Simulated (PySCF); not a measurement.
# Radial density of P⁺ (phosphorus, charge +1)

BLYP, [Ne] 3s2 3p2, high-spin 3P determinant. All numbers are calculated (PySCF 2.14, the non-relativistic Hamiltonian (point nucleus), in def2-QZVPPD (10s6p5d2f1g, 76 functions)).

```json
{"r (bohr)": "0.00206", "4πr²ρ (e/bohr)": "0.1103", "4πr²(ρα − ρβ)": "0.0000"}
{"r (bohr)": "0.00347", "4πr²ρ (e/bohr)": "0.2992", "4πr²(ρα − ρβ)": "0.0000"}
{"r (bohr)": "0.00584", "4πr²ρ (e/bohr)": "0.7885", "4πr²(ρα − ρβ)": "0.0000"}
{"r (bohr)": "0.00982", "4πr²ρ (e/bohr)": "1.979", "4πr²(ρα − ρβ)": "-0.0001"}
{"r (bohr)": "0.0165", "4πr²ρ (e/bohr)": "4.580", "4πr²(ρα − ρβ)": "-0.0001"}
{"r (bohr)": "0.0278", "4πr²ρ (e/bohr)": "9.255", "4πr²(ρα − ρβ)": "0.0004"}
{"r (bohr)": "0.0467", "4πr²ρ (e/bohr)": "14.94", "4πr²(ρα − ρβ)": "0.0041"}
{"r (bohr)": "0.0786", "4πr²ρ (e/bohr)": "16.88", "4πr²(ρα − ρβ)": "0.0232"}
{"r (bohr)": "0.132", "4πr²ρ (e/bohr)": "12.47", "4πr²(ρα − ρβ)": "0.0880"}
{"r (bohr)": "0.222", "4πr²ρ (e/bohr)": "11.82", "4πr²(ρα − ρβ)": "0.2008"}
{"r (bohr)": "0.374", "4πr²ρ (e/bohr)": "15.98", "4πr²(ρα − ρβ)": "0.1809"}
{"r (bohr)": "0.629", "4πr²ρ (e/bohr)": "8.830", "4πr²(ρα − ρβ)": "-0.0054"}
{"r (bohr)": "1.06", "4πr²ρ (e/bohr)": "2.388", "4πr²(ρα − ρβ)": "0.4554"}
{"r (bohr)": "1.78", "4πr²ρ (e/bohr)": "2.313", "4πr²(ρα − ρβ)": "1.0830"}
{"r (bohr)": "2.99", "4πr²ρ (e/bohr)": "0.6541", "4πr²(ρα − ρβ)": "0.4052"}
{"r (bohr)": "5.04", "4πr²ρ (e/bohr)": "0.02323", "4πr²(ρα − ρβ)": "0.0187"}
{"r (bohr)": "8.47", "4πr²ρ (e/bohr)": "5.967e-05", "4πr²(ρα − ρβ)": "0.0001"}
```

Where is the radial spin density 4πr²(ρα − ρβ) most negative, and why is it negative at all?

Around r = 0.629 bohr, down to -0.0054 e/bohr: exchange with the open shell polarises the paired shells in an unrestricted calculation.
